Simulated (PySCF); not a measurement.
B(Cl)(F)(NCO) (CBClFNO), SMILES O=C=NB(F)Cl.

The structure is a stationary point at B3LYP-D3(BJ)/def2-SVP. The values are those of a single conformer.

Method: TDA-B3LYP/def2-SVPD (PySCF).

Vertical excitations. Isolated molecule, no solvent. State labels are in the subgroup Cs.

```csv
state,symmetry,energy (eV),λ (nm),f,main pairs
S1,A",5.86,211,0.000,HOMO→LUMO 97 %
S2,A",6.82,182,0.000,HOMO−2→LUMO 96 %
S3,A',6.82,182,0.141,"HOMO−1→LUMO 76 %, HOMO→LUMO+2 13 %"
S4,A',7.64,162,0.027,"HOMO→LUMO+1 56 %, HOMO−3→LUMO 34 %"
S5,A",7.70,161,0.000,"HOMO−1→LUMO+1 50 %, HOMO−1→LUMO+2 39 %"
S6,A',7.82,159,0.037,"HOMO−3→LUMO 45 %, HOMO→LUMO+1 30 %, HOMO→LUMO+2 18 %"
S7,A",8.15,152,0.005,"HOMO−1→LUMO+2 50 %, HOMO−1→LUMO+1 46 %"
S8,A',8.49,146,0.126,"HOMO−2→LUMO+1 42 %, HOMO→LUMO+2 36 %, HOMO−2→LUMO+2 12 %"
S9,A',8.61,144,0.120,"HOMO−2→LUMO+1 36 %, HOMO→LUMO+3 29 %, HOMO−2→LUMO+2 21 %, HOMO→LUMO+2 8 %"
S10,A",8.63,144,0.001,HOMO−4→LUMO 96 %
T1,A",5.69,218,0,HOMO→LUMO 95 %
T2,A',5.83,213,0,HOMO−1→LUMO 90 %
T3,A',6.64,187,0,"HOMO→LUMO+2 44 %, HOMO→LUMO+1 22 %, HOMO−2→LUMO+2 10 %, HOMO−3→LUMO 9 %"
T4,A",6.66,186,0,HOMO−2→LUMO 93 %
```
Triplets are in the Tamm–Dancoff approximation.
